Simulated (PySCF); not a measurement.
Isomers of C5H7F3O, one GFN2-xTB conformer each. Single-point energies are computed at PBE0/pcSseg-1 (PySCF, gas phase, no added dispersion term), electronic only.

Question: Rank them by PBE0/pcSseg-1 energy, lowest first (kcal/mol).
A. `[CH3:1][C:2](=[O:3])[CH2:4][CH2:5][C:6]([F:7])([F:8])[F:9]` with C1–C2–C4–C5 -170°, C2–C4–C5–C6 -176°
B. `C(F)(F)(F)[C@@]1(C)CCO1`
C. `[F:1][CH2:2][C@@H:3]1[CH2:4][O:5][C@@H:6]1[CH:7]([F:8])[F:9]` with F1–C2–C3–C4 -89°, O5–C6–C7–F8 179°
D. `[CH2:1]=[CH:2][C@H:3]([CH2:4][OH:5])[C:6]([F:7])([F:8])[F:9]` with C1–C2–C3–C4 -119°, C2–C3–C4–O5 60°, C3–C4–O5–H 62°
E. `[F:1][CH:2]([F:3])[O:4][C@H:5]1[CH2:6][C@@H:7]([F:8])[CH2:9]1` with F1–C2–O4–C5 -170°, C2–O4–C5–C6 174°, O4–C5–C6–C7 131°, C5–C6–C7–F8 -130°, C6–C7–C9–C5 12°, O4–C5–C9–C7 -128°
F. `[CH2:1]=[CH:2][C@H:3]([O:4][CH2:5][F:6])[CH:7]([F:8])[F:9]` with C1–C2–C3–O4 -133°, C2–C3–O4–C5 69°, C3–O4–C5–F6 -73°, C2–C3–C7–F8 -79°

Answer: A (0.0), B (24.7), D (27.5), E (31.8), F (42.9), C (44.3).

As drawn, the lowest has a C=O bond, which the highest lacks; the highest has a four-membered ring, which the lowest lacks. Neighbours under 2.5 kcal/mol apart (C=C[C@H](OCF)C(F)F and FC[C@@H]1CO[C@@H]1C(F)F) can change places with a better method, another conformer or zero-point energy. GFN2-xTB itself gives, in the same order: 0.0, 8.8, 21.5, 6.9, 27.2, 18.9. Both levels put the same isomer lowest; measured from each level's own lowest isomer, the values differ by up to 25.4 kcal/mol (FC[C@@H]1CO[C@@H]1C(F)F: 18.9 against 44.3).

Q: Which frontier levels, dipoles and rotational constants go with these structures?

A: 
```json
{"SMILES": "CC(=O)CCC(F)(F)F", "HOMO (eV, PBE0/pcSseg-1)": "-7.69", "LUMO (eV)": "-0.66", "dipole (D)": "2.82", "A, B, C (MHz)": "3539, 751.1, 703.5"}
{"SMILES": "C[C@]1(C(F)(F)F)CCO1", "HOMO (eV, PBE0/pcSseg-1)": "-7.82", "LUMO (eV)": "1.40", "dipole (D)": "3.03", "A, B, C (MHz)": "2455, 1493, 1334"}
{"SMILES": "C=C[C@H](CO)C(F)(F)F", "HOMO (eV, PBE0/pcSseg-1)": "-7.97", "LUMO (eV)": "-0.08", "dipole (D)": "1.96", "A, B, C (MHz)": "2052, 1306, 968.1"}
{"SMILES": "FC(F)O[C@H]1C[C@@H](F)C1", "HOMO (eV, PBE0/pcSseg-1)": "-8.71", "LUMO (eV)": "0.84", "dipole (D)": "3.56", "A, B, C (MHz)": "4114, 773.7, 717.9"}
{"SMILES": "C=C[C@H](OCF)C(F)F", "HOMO (eV, PBE0/pcSseg-1)": "-8.00", "LUMO (eV)": "-0.13", "dipole (D)": "2.48", "A, B, C (MHz)": "2441, 1051, 878.5"}
{"SMILES": "FC[C@@H]1CO[C@@H]1C(F)F", "HOMO (eV, PBE0/pcSseg-1)": "-7.85", "LUMO (eV)": "1.16", "dipole (D)": "1.32", "A, B, C (MHz)": "2053, 1337, 994.5"}
```
